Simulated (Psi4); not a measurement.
C$_{2}$H$_{8}$Si (SMILES C[SiH2]C), singlet, at a GFN2-xTB geometry; SVWN/3-21G in Psi4.

Here is a job for Psi4.
```
memory 2 GB

molecule {
0 1
  Si    0.03546107   -0.43348006   -0.37037273
  C     1.45753028    0.73873281    0.08712166
  C    -1.52290395    0.06040205    0.59567275
  H     0.40740896   -1.81447085   -0.03255476
  H    -0.23071309   -0.34547884   -1.81294296
  H     1.21576604    1.77029475   -0.15390745
  H     2.36525377    0.48151727   -0.45044984
  H     1.68282158    0.69510725    1.14919776
  H    -2.35613024   -0.59304426    0.35515928
  H    -1.82783780    1.07758693    0.36542227
  H    -1.36078226    0.00239943    1.66852748
}

set basis 3-21g
set df_basis_scf cc-pvtz-jkfit

energy('svwn')
print_variables()
```

It wrote (shortened):

```
   => Loading Basis Set <=

    Name: 3-21G
    Role: ORBITAL
    Keyword: BASIS

         ---------------------------------------------------------
                                   SCF
               by Justin Turney, Rob Parrish, Andy Simmonett
                          and Daniel G. A. Smith
                              RKS Reference
         ---------------------------------------------------------

  ==> Geometry <==

    Molecular point group: c1
    Full point group: C1

    Geometry (in Angstrom), charge = 0, multiplicity = 1:

       Center              X                  Y                   Z               Mass
    ------------   -----------------  -----------------  -----------------  -----------------
         SI           0.033752542213    -0.412594795577    -0.352528005955    27.976926534650
         C            1.455821752213     0.759618074423     0.104966384045    12.000000000000
         C           -1.524612477787     0.081287314423     0.613517474045    12.000000000000
         H            0.405700432213    -1.793585585577    -0.014710035955     1.007825032230
         H           -0.232421617787    -0.324593575577    -1.795098235955     1.007825032230
         H            1.214057512213     1.791180014423    -0.136062725955     1.007825032230
         H            2.363545242213     0.502402534423    -0.432605115955     1.007825032230
         H            1.681113052213     0.715992514423     1.167042484045     1.007825032230
         H           -2.357838767787    -0.572158995577     0.373004004045     1.007825032230
         H           -1.829546327787     1.098472194423     0.383266994045     1.007825032230
         H           -1.362490787787     0.023284694423     1.686372204045     1.007825032230

  Running in c1 symmetry.

  Rotational constants: A =      0.53825  B =      0.19641  C =      0.16028 [cm^-1]
  Rotational constants: A =  16136.33554  B =   5888.14388  C =   4805.03936 [MHz]
  Nuclear repulsion =  113.530060640099336

  Charge       = 0
  Multiplicity = 1
  Electrons    = 34
  Nalpha       = 17
  Nbeta        = 17

  ==> Algorithm <==

  SCF Algorithm Type is DF.
  DIIS enabled.
  MOM disabled.
  Fractional occupation disabled.
  Guess Type is SAD.
  Energy threshold   = 1.00e-06
  Density threshold  = 1.00e-06
  Integral threshold = 1.00e-12

  ==> Primary Basis <==

  Basis Set: 3-21G
    Blend: 3-21G
    Number of shells: 33
    Number of basis functions: 47
    Number of Cartesian functions: 47
[...]
   @DF-RKS iter   3:  -367.25892267414844   -9.44849e-01   1.16533e-03 ADIIS/DIIS
   @DF-RKS iter   4:  -367.26134795566026   -2.42528e-03   4.75838e-04 ADIIS/DIIS
   @DF-RKS iter   5:  -367.26179188859419   -4.43933e-04   8.01350e-05 DIIS
   @DF-RKS iter   6:  -367.26180261698579   -1.07284e-05   1.98813e-05 DIIS
   @DF-RKS iter   7:  -367.26180327338898   -6.56403e-07   1.80832e-06 DIIS
   @DF-RKS iter   8:  -367.26180327866126   -5.27228e-09   1.95499e-07 DIIS
  Energy and wave function converged.

  ==> Post-Iterations <==

   Electrons on quadrature grid:
      Ntotal   =   34.0000722586 ; deviation = 7.226e-05

    Orbital Energies [Eh]
    ---------------------

    Doubly Occupied:

[...]
    Virtual:

[...]
    Final Occupation by Irrep:
              A
    DOCC [    17 ]
    NA   [    17 ]
    NB   [    17 ]

  @DF-RKS Final Energy:  -367.26180327866126

   => Energetics <=

    Nuclear Repulsion Energy =            113.5300606400993360
    One-Electron Energy =                -731.7348973427675674
    Two-Electron Energy =                 284.2814185508891001
    DFT Exchange-Correlation Energy =     -33.3383851268821587
    Empirical Dispersion Energy =           0.0000000000000000
    VV10 Nonlocal Energy =                  0.0000000000000000
    Total Energy =                       -367.2618032786612616

Computation Completed

Properties will be evaluated at   0.000000,   0.000000,   0.000000 [a0]

Properties computed using the SCF density matrix

 Multipole Moments:

 ------------------------------------------------------------------------------------
     Multipole            Electronic (a.u.)      Nuclear  (a.u.)        Total (a.u.)
 ------------------------------------------------------------------------------------

 L = 1.  Multiply by 2.5417464519 to convert [e a0] to [Debye]
 Dipole X            :          0.0928489           -0.1097742           -0.0169253
 Dipole Y            :         -1.1349955            1.3418926            0.2068971
 Dipole Z            :         -0.9697595            1.1465358            0.1767764
 Magnitude           :                                                    0.2726587

 ------------------------------------------------------------------------------------

  Variable Map:
  ----------------------------------------------------------------------------
[...]
  Array Variable Map:
  ----------------------------------------------------------------------------
[...]
[...]
```
